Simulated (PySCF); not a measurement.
PySCF job for Be(Et)(SH) (C2H6BeS), SMILES C[CH2][Be][SH], B3LYP/pcSseg-1. Coordinates come from a PBE0-D3(BJ)/def2-SVP optimisation. Other conformers were not sampled.

```python
import numpy as np
from pyscf import gto, scf, dft
from pyscf.prop.nmr import rks as nmr

mol = gto.M(
    atom='''
    Be    0.07034857   -0.00907530    0.32164422
    C     0.76808805   -1.38256922   -0.34790796
    C     0.69093726   -1.53657024   -1.87109007
    H     0.31532029   -2.26740803    0.14240779
    H     1.82739281   -1.40975389   -0.02222512
    H     1.17684368   -0.69647204   -2.39294159
    H    -0.35140001   -1.57005782   -2.22728133
    H     1.17975089   -2.45974663   -2.22460004
    S    -0.70284647    1.55932957    1.10154780
    H    -1.93791029    1.00530329    1.12728691
    ''',
    basis='pcSseg-1',
    charge=0,
    spin=0,
    max_memory=1600,
    verbose=3,
)
mf = dft.RKS(mol, xc='b3lyp')
mf.grids.level = 3
mf.conv_tol = 1e-10
mf.max_cycle = 100
mf.kernel()
n = nmr.NMR(mf)
n.verbose = 2
n.max_cycle_cphf = 60
sigma = n.kernel()
print('atom   isotropic/ppm   span/ppm')
for i, s in enumerate(sigma):
    w = np.linalg.eigvalsh((s + s.T) / 2)
    print(f'{mol.atom_symbol(i):2s}{i + 1:3d} {w.mean():14.3f} {w[2] - w[0]:11.3f}')
```

It prints:

```
converged SCF energy = -492.800375996354
atom   isotropic/ppm   span/ppm
Be  1         77.887     117.571
C   2        176.730      20.256
C   3        169.150      17.909
H   4         31.319       9.391
H   5         31.295       9.733
H   6         30.383       9.832
H   7         30.449       9.786
H   8         30.187      11.744
S   9        711.684     187.513
H  10         31.178      16.088
```

Self-consistency was reached.
